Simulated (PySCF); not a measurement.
C4H11FSi, SMILES [C@H]([SiH3])(CCC)F.

Geometry optimised at r2SCAN-D4/def2-SVP. The structure was generated by enumeration; whether it is a known compound was not checked. The values are those of a single conformer.

Level of theory: TDA-LC-ωPBE/def2-SVPD (PySCF).

Vertical excitations. The molecule is in vacuum.

```csv
state,energy (eV),λ (nm),f,main pairs
S1,8.26,150,0.035,"HOMO→LUMO+3 24 %, HOMO→LUMO+4 18 %, HOMO→LUMO 16 %, HOMO→LUMO+1 16 %"
S2,8.61,144,0.023,"HOMO→LUMO 43 %, HOMO→LUMO+4 15 %, HOMO→LUMO+2 12 %, HOMO→LUMO+3 9 %"
S3,8.97,138,0.001,"HOMO→LUMO+4 32 %, HOMO→LUMO+5 24 %, HOMO→LUMO+3 10 %"
S4,9.26,134,0.002,"HOMO−1→LUMO+1 11 %, HOMO→LUMO+4 10 %, HOMO−2→LUMO+1 10 %, HOMO−1→LUMO 7 %"
S5,9.36,132,0.017,"HOMO−4→LUMO+1 18 %, HOMO−4→LUMO+2 13 %, HOMO−4→LUMO 12 %, HOMO−3→LUMO+1 9 %"
S6,9.46,131,0.021,"HOMO−1→LUMO+3 14 %, HOMO−1→LUMO+4 10 %, HOMO−2→LUMO+3 9 %"
T1,7.50,165,0,"HOMO→LUMO+3 24 %, HOMO→LUMO+4 23 %, HOMO→LUMO+1 11 %, HOMO→LUMO+8 8 %"
T2,7.92,157,0,"HOMO→LUMO+1 29 %, HOMO→LUMO 19 %, HOMO→LUMO+2 19 %, HOMO→LUMO+3 9 %"
```
Triplets are in the Tamm–Dancoff approximation.
